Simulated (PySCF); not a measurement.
1-methyl-3-methylideneazetidine (C5H9N), SMILES C=C1CN(C)C1. Geometry: B3LYP-D3(BJ)/def2-SVP.

These are B3LYP-D3(BJ)/def2-SVP in PySCF values and carry that method's errors.

Harmonic wavenumbers (cm⁻¹): 102, 232, 277, 319, 407, 413, 630, 664, 798, 906, 908, 954, 967, 1001, 1054, 1113, 1123, 1180, 1205, 1228, 1238, 1301, 1334, 1425, 1435, 1459, 1459, 1473, 1490, 1791, 2898, 2932, 2943, 3043, 3044, 3057, 3106, 3134, 3227. Rotational constants (GHz): 10.18, 2.461, 2.108; symmetry number 1.

Work out the zero-point energy and the ideal-gas rigid-rotor harmonic-oscillator thermochemistry at 298.15 K and 1 atm.

ZPE = ½ Σ hcν = ½ × 57269 cm⁻¹ = 81.87 kcal/mol. H − E(el) = 86.41 kcal/mol. Entropy in cal/(mol K): translation 39.17, rotation 26.21, vibration 12.03, total 77.41. G − E(el) = 63.34 kcal/mol. Cp = 25.14 cal/(mol K). Modes under 150 cm⁻¹ make the vibrational entropy uncertain.
